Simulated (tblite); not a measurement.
Compound: H10OSi5.
Geometry (GFN2-xTB, Å), atoms numbered from 1 in this order:
```xyz
16
H10OSi5 angstrom
O     -0.2884    1.7075   -0.3711
Si    -1.8270    1.2197   -0.1544
Si    -1.7576   -1.0893   -0.0950
Si     0.3221   -1.9077    0.5937
Si     2.0144   -0.4599   -0.1206
Si     1.3296    1.7465   -0.1885
H     -2.5367    1.8606   -1.2641
H     -2.2674    1.8560    1.0931
H     -2.8744   -1.5991    0.7192
H     -2.0622   -1.6374   -1.4309
H      0.5528   -3.3060    0.1888
H      0.3456   -1.9982    2.0667
H      2.4685   -0.8870   -1.4587
H      3.2418   -0.5724    0.6864
H      1.7666    2.5677   -1.3205
H      1.5648    2.5080    1.0442
```

Calculated harmonic vibrations of the isolated species, GFN2-xTB (tblite), most abundant isotopes, no scaling. The method is semi-empirical: single wavenumbers can be off by several per cent or more. Modes of hydrogen on silicon can be 10 to 20 % off. One conformer, not necessarily the lowest.

Harmonic wavenumbers (cm⁻¹): 29.5, 44.9, 60.1, 130.6, 155.2, 225.6, 310.0, 311.0, 344.6, 370.3, 380.9, 405.9, 427.0, 453.9, 490.0, 500.0, 516.2, 542.6, 546.9, 558.6, 604.6, 627.4, 631.8, 637.2, 711.5, 762.6, 794.9, 801.8, 827.4, 833.6, 852.8, 1050.8, 2114.5, 2124.1, 2139.8, 2141.0, 2151.6, 2152.5, 2176.7, 2191.5, 2217.4, 2222.6.

A = 1318, B = 1217, C = 666.5 MHz; mass 165.958 u (most abundant isotopes); point group Cs, symmetry number 1.

Q: What is the zero-point energy?

A: Half the sum of the wavenumbers: 18786 cm⁻¹ = 53.71 kcal/mol.

Q: Entropy at 350 K, 1 bar (ideal gas, RRHO, classical rotation)?

A: Translation 42.05, rotation 30.57, vibration 44.98: S = 117.6 cal/(mol K).

Q: And Cp and H(350 K) − H(0)?

A: Cp = 52.39 cal/(mol K), of which vibrations give 44.44 (their classical limit is 42 R = 83.5); H(350 K) − H(0) = 10.92 kcal/mol without the zero-point energy, 8.14 from vibrations.

Q: Blend soft modes into free rotors: weight 1/[1 + (100 cm⁻¹/ν̃)⁴] for the oscillator and the rest for a rotor with moment μB/(μ + B), μ = h/(8π²ν), B = 10⁻⁴⁴ kg m². What vibrational entropy results?

A: 40.30 cal/(mol K) in place of 44.98, which changes −T·S at 350 K by +1.64 kcal/mol.

Q: Which modes carry the vibrational entropy at 350 K?

A: 29.5 cm⁻¹: 6.18; 44.9 cm⁻¹: 5.35; 60.1 cm⁻¹: 4.77; 130.6 cm⁻¹: 3.25; 155.2 cm⁻¹: 2.91; 225.6 cm⁻¹: 2.21 cal/(mol K); the other 36 give 20.31 together.

Hindered rotation and anharmonicity are outside this model. Other conformers, if any are populated, would add a mixing term that is left out.
